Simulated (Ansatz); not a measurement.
Job for Ansatz (a quantum-chemistry and plane-wave program): R-BLYP/def2-TZVPP on H2O (SMILES O).

Ansatz 0.2 input:
```yaml
crystal:
  periodic: [false, false, false]
  atoms:
    - {symbol: O, position_ang: [-0.00000000, -0.00000000, 0.38962730]}
    - {symbol: H, position_ang: [0.00000000, 0.76501221, -0.19481365]}
    - {symbol: H, position_ang: [0.00000000, -0.76501221, -0.19481365]}
basis:
  gaussian:
    orbitals: def2-TZVPP
hamiltonian:
  xc: {name: BLYP}
scf: {lower_state_search: off}
```

Program output:

```
WARN ansatz: RAYON_NUM_THREADS=4 ignored (pool sized by the plan → 4); use --threads N
Functional definition: BLYP
these checks for a lower state are left out or cut short: stability, starts, cluster_reference, orbital_swaps, neighbouring_geometries, increment
integrals: 0.00 GiB planned
269 factors; their error is unknown
mean field: 0.10 GiB planned
mean field evaluation 1: about -2074.2763 eV, gradient 6.2e1 eV
mean field evaluation 2: about -2052.6937 eV, gradient 1.2e2 eV
mean field evaluation 4: about -2080.2791 eV, gradient 8.4e-1 eV
mean field evaluation 8: about -2080.2795 eV, gradient 1.9e-1 eV
mean field -2080.27951087 eV, -76.4488619605 hartree, gradient 3.6e-6 eV, S^2 0.000000; 0 other end points of the search recorded, 0 dependent functions left out
reference -2080.27970067 eV, -76.4488689353 hartree; 5, 5 occupied and 54, 54 virtual orbitals, 269 factors
Total energy: -2080.27970067 eV, -76.4488689353 hartree
Checks for a lower state left out: stability, starts, cluster_reference, orbital_swaps, neighbouring_geometries, increment
```

The calculation finished and met its thresholds.

Cost: around 0.28 core-seconds (rough).
